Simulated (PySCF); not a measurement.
Cartesian coordinates in Å; atom numbers follow the order of the lines, from 1:
```xyz
19

B    -0.1684   -0.3084    0.0175
C     1.4090   -0.3343   -0.0711
C     1.9724   -0.2490    1.3556
H     1.7814    0.5288   -0.6505
H     1.7885   -1.2483   -0.5579
H     3.0736   -0.2274    1.3592
H     1.6270    0.6590    1.8760
H     1.6632   -1.1116    1.9676
C    -0.9143    1.0792    0.0957
C    -1.3734    1.4413   -1.3261
H    -0.2607    1.8809    0.4785
H    -1.7984    1.0285    0.7536
H    -1.9078    2.4040   -1.3492
H    -0.5206    1.5271   -2.0189
H    -2.0540    0.6798   -1.7400
C    -0.9686   -1.6628   -0.0051
H    -2.0462   -1.5820    0.1999
H    -0.5244   -2.3858    0.7011
H    -0.8410   -2.1257   -1.0013
```

Computational details: geometry: PBE0-D3(BJ)/def2-SVP, σ from GIAO-KT2/pcSseg-1, in PySCF 2.14 (a single conformation, rapidly exchanging positions averaged, non-relativistic Hamiltonian, no solvent model).

Referencing at the same level of theory: $^{13}$C, $^{1}$H vs TMS; BF3·OEt2 for $^{11}$B.

```json
{"atoms": "C3/C10", "nucleus": "$^{13}$C", "count": "2", "δ (ppm)": "?"}
{"atoms": "H6/H7/H8/H13/H14/H15", "nucleus": "$^{1}$H", "count": "6", "δ (ppm)": "0.88"}
{"atoms": "B1", "nucleus": "$^{11}$B", "count": "1", "δ (ppm)": "82.1"}
{"atoms": "H4/H5/H11/H12", "nucleus": "$^{1}$H", "count": "4", "δ (ppm)": "1.22"}
{"atoms": "C16", "nucleus": "$^{13}$C", "count": "1", "δ (ppm)": "12.8"}
{"atoms": "H17/H18/H19", "nucleus": "$^{1}$H", "count": "3", "δ (ppm)": "0.88"}
{"atoms": "C2/C9", "nucleus": "$^{13}$C", "count": "2", "δ (ppm)": "?"}
```

Fill in the missing shifts.

Results:


- C2/C9: 23.9 ppm, carbon bonded to C, B, 2 H
- C3/C10: 8.6 ppm, carbon bonded to C, 3 H

A carbon bonded to boron is broadened by the quadrupolar boron nucleus and is often missing from a measured spectrum. Shifts are as computed. Against solution values, carbons near 30 ppm lie about +2 ppm off and those near 130 ppm about -5 ppm. Of 1211 compounds with measured shifts, 218 miss one by over three times the rms of a fit or turn the order of signals round; such compounds aren't used in these exercises.
